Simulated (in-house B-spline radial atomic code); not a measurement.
Configurations of neutral gadolinium, with energies counted from [Xe] 4f7 5d1 6s2. Computed with a B-spline radial code for spherical atoms: scalar-relativistic (X2C) r2SCAN0, spin-polarised, spherical fractional occupations, exact exchange averaged over the configuration, Fermi nucleus of rms radius 5.1569 fm. Shells without spins written out take the highest spin.

Occupations are held fixed; configurations that lie above the ionisation limit could autoionise.

| configuration | E - E(ref) (eV) | highest orbital | its <r> (bohr) |
| --- | --- | --- | --- |
| [Xe] 4f7 6s2 6p1 | 1.983 | 6p up | 4.928 |
| [Xe] 4f7 5d1 6s1 7p1 | 4.0066 | 7p up | 12.63 |
| [Xe] 4f6 5d1 6s2 7p1 | 16.498 | 7p up | 11.9 |
| [Kr] 4d9 4f7 5s2 5p6 5d1 6s2 6f1 | 151.91 | 6f up | 29.15 |

**Question.** Order these further configurations by energy, lowest first.
A. [Kr] 4d10 4f8 5s2 5p5 5d1 6s2
B. [Kr] 4d9 4f7 5s2 5p6 5d1 6s2 7p1
C. [Xe] 4f7 5d1 6s1 6f1
D. [Kr] 4d9 4f7 5s2 5p6 5d1 5f1 6s2
E. [Xe] 4f7 6s2 7f1

**Answer.** C (5.0201 eV), E (6.023 eV), A (23.636 eV), B (150.81 eV), D (151.61 eV).
